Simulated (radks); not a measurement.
Values are calculated unless marked as measured or tabulated.
Initial-state core-level shifts of neutral rubidium when its valence configuration changes from [Kr] 5s1. Code: a radial shooting solver on a logarithmic mesh with Libxc functionals. Model: Dirac Kohn-Sham, PBE, spin-unpolarised, spherical densities, point nucleus; open shells are shared between the two j in proportion to 2j + 1. Shifts are changes of the shell-averaged eigenvalues in eV (positive: less bound).

valence          1s      2s      2p      4p
5p1          -1.453  -1.454  -1.453  -1.410
4d1          -1.314  -1.279  -1.282  -1.215
4d0.5 5s0.5  -0.800  -0.785  -0.786  -0.753
5s0.5 5p0.5  -0.744  -0.744  -0.743  -0.724
